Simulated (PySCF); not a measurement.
C2H11N3Si2.
Geometry (PBE0-D3(BJ)/def2-SVP, Å), atoms numbered from 1 in this order:
```
atom  x, y, z in Å
C1    -1.316    1.229    0.131
N2    -1.118   -0.153   -0.221
C3    -2.289   -0.979   -0.109
Si4    0.456   -0.744   -0.592
N5     1.402    0.252   -1.674
Si6    2.714    0.452   -0.544
N7     1.745   -0.477    0.565
H8    -1.599    1.358    1.194
H9    -0.395    1.804   -0.048
H10   -2.117    1.689   -0.480
H11   -2.679   -1.019    0.928
H12   -2.065   -2.010   -0.421
H13   -3.112   -0.608   -0.751
H14    0.224   -2.165   -0.984
H15    1.275    0.510   -2.641
H16    3.016    1.861   -0.131
H17    4.020   -0.161   -0.949
H18    1.886   -0.787    1.514
```

The closed-shell ground state was solved at several levels (PySCF, density fitting, gas phase, non-relativistic).

```json
{"level": "PBE0/pcSseg-1", "basis functions": "188", "total energy (Eh)": "-825.5961", "HOMO (eV)": "-6.31", "LUMO (eV)": "0.45", "gap (eV)": "6.76", "dipole (D)": "1.00"}
{"level": "CAM-B3LYP/def2-SVPD", "basis functions": "236", "total energy (Eh)": "-825.7269", "HOMO (eV)": "-7.71", "LUMO (eV)": "1.02", "gap (eV)": "8.73", "dipole (D)": "0.89"}
```

Problem. Estimate the row for KT2/pcSseg-1, a basis of 188 functions; the other rows only guide the guess.

Solution. Total energy -835.2339 Eh, HOMO -5.12 eV, LUMO -0.56 eV, gap 4.56 eV, dipole 1.06 D.

Problem. Over all these levels, which gives the widest orbital gap and which the narrowest?

Solution. CAM-B3LYP/def2-SVPD (range-separated hybrid) has the widest, 8.73 eV, and KT2/pcSseg-1 (GGA) the narrowest, 4.56 eV. Functional and basis both differ between the two, so the spread mixes both effects.

Problem. How far do the dipole and the HOMO energy spread over the levels?

Solution. The dipole runs from 0.89 to 1.06 D (mean 0.99 D) and the HOMO from -7.71 to -5.12 eV.

One conformer stands for the species.
